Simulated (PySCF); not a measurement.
**Structure from NMR data**

The spectra below were simulated for a compound C7H12N2Si.

1H NMR (600 MHz, computed): δ 7.48 (m, 1H), 7.38 (d, 1H), 6.99 (m, 1H), 6.91 (d, 1H), 4.62 (s, 3H), 4.43 (br s, 1H), 2.80 (br s, 1H), 2.21 (s, 3H).

13C{1H} NMR (computed): δ 152.1 (C), 136.0 (CH), 133.1 (CH), 124.0 (C), 123.6 (CH), 114.6 (CH), 19.5 (CH3).

[PySCF: GIAO PBE0/pcSseg-1 shieldings; structure optimised with GFN2-xTB; one conformer; non-relativistic; equivalent nuclei averaged; in vacuum]

Shifts are taken against calculated references (same method and geometry level): TMS for 1H (31.72 ppm), 13C (186.93 ppm).

Task: Which of these isomers gave the spectra?
A. C=Cc1cnn([SiH](C)C)c1
B. C[Si](C)(C)c1cccnn1
C. C[Si](C)(C)c1ccnnc1
D. Cc1ccccc1NN[SiH3]

Result: D. 

- Rings plus π bonds: 4 (1 ring in the answer).
- 7 carbon signals for 7 carbons: no two carbons are equivalent.
- Carbon types of the structure: 2 × C, 4 × CH, 1 × CH3, leaving 5 H on heteroatoms.
- δC 152.1: aromatic carbon bearing nitrogen; an ipso carbon deshielded by its heteroatom.
- δC 136.0, 133.1, 123.6, 114.6: aromatic CH.
- δC 124.0: substituted aromatic carbon.
- δH 7.48, 7.38, 6.99, 6.91: hydrogen on an aromatic CH.
- δH 2.21: hydrogen on a methyl carbon on an aromatic ring; benzylic-type position, deshielded by the ring.

The others: C=Cc1cnn([SiH](C)C)c1 would give 6 carbon signals, not 7; C[Si](C)(C)c1ccnnc1 would give 5 carbon signals, not 7; C[Si](C)(C)c1cccnn1 would give 5 carbon signals, not 7.

OH/NH shifts are gas-phase values; hydrogen bonding in solution moves them, usually downfield. Shifts are as computed. Against solution values, carbons near 30 ppm lie about +3 ppm off and those near 130 ppm about +5 ppm. Of 1211 compounds with measured shifts, 218 miss one by over three times the rms of a fit or turn the order of signals round; such compounds aren't used in these exercises. Multiplicities follow the n + 1 count of equivalent neighbours, as no J values were calculated; m marks all less simple cases, F and P coupling included.
